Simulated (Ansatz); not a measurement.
C$_{2}$H$_{8}$InNOSi, SMILES `C=C(N)[SiH](O)[InH2]` at its PBE0-D4/def2-TZVP geometry, where that method's forces vanish. The species carries charge 0 and has multiplicity 1. In: def2 effective core potential.

```xyz
14

C     1.0872    1.0577   -1.4134
C     0.6318    0.3212   -0.4035
N     0.5613    0.8310    0.9348
Si   -0.4943   -1.2009   -0.5234
O     0.2142   -2.5486    0.1457
In   -1.8985    0.1130    1.1832
H     1.5057    2.0528   -1.2726
H     1.0274    0.6916   -2.4306
H     0.9883    0.2031    1.6070
H     0.9603    1.7571    1.0448
H    -0.7521   -1.4457   -1.9734
H     0.8871   -2.9836   -0.3817
H    -2.7697    1.5000    0.6327
H    -1.9488   -0.3486    2.8503
```

**Question.** What forces (eV/Å) does r2SCAN-D4/def2-TZVPP give on these atoms in Ansatz 0.2.0? (An estimate is asked.)

**Answer.** Ansatz gave: 
```
C1   0.083  0.153 -0.196
C2  -0.100 -0.222 -0.036
N3  -0.033  0.090  0.189
Si4 -0.039 -0.005 -0.059
O5  -0.007 -0.040  0.061
In6 -0.007 -0.006 -0.011
H7  -0.002  0.004  0.002
H8  -0.003  0.006  0.018
H9  -0.003 -0.014  0.032
H10  0.047  0.042  0.012
H11  0.006  0.010  0.006
H12  0.027 -0.018 -0.016
H13  0.026 -0.021  0.024
H14  0.005  0.021 -0.026
```
